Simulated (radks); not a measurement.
Task: Radial electron density D(r) = 4 pi r^2 rho(r) of an atom or ion with 30 electrons. All-electron calculation, scalar-relativistic Kohn-Sham, LDA (Slater exchange, Perdew-Wang correlation), spin-unpolarised, spherical densities, finite nucleus; Fermi nuclear charge, rms radius of each element as measured or else 0.836 A^(1/3) + 0.57 fm. Program: a radial shooting solver on a logarithmic mesh with Libxc functionals.

| r (bohr) | D(r) (e/bohr) |
|---|---|
| 0.003205 | 3.580 |
| 0.004207 | 5.647 |
| 0.005477 | 8.608 |
| 0.00719 | 12.92 |
| 0.009362 | 18.50 |
| 0.01229 | 25.54 |
| 0.016 | 32.91 |
| 0.021 | 39.55 |
| 0.02735 | 43.10 |
| 0.0359 | 42.38 |
| 0.04674 | 38.46 |
| 0.06086 | 35.55 |
| 0.07989 | 38.59 |
| 0.104 | 46.76 |
| 0.1365 | 51.51 |
| 0.1778 | 44.69 |
| 0.2334 | 32.02 |
| 0.3039 | 28.41 |
| 0.3989 | 33.72 |
| 0.5194 | 32.97 |
| 0.6817 | 21.51 |
| 0.8877 | 10.00 |
| 1.165 | 4.219 |
| 1.517 | 2.113 |
| 1.976 | 0.8198 |
| 2.593 | 0.1512 |
| 3.377 | 0.01114 |
| 4.432 | 0.0002118 |

What is the nuclear charge?

Result: Z = 35. The innermost maximum, from 1s, lies near gamma/Z bohr with gamma = sqrt(1 - (Z/c)^2) = 0.967, here 0.0276 bohr (found: 0.0299), and its height grows with Z. The density is that of the bromine ion Br5+ in [Ar] 3d10 4s2; the configuration itself is not fixed sharply by these data, and Z only to about a unit. D(r) has 3 maxima, at r = 0.0299, 0.134, 0.450 bohr, and minima at 0.0623, 0.287 bohr, inside which lie 2.07, 11.07 electrons.
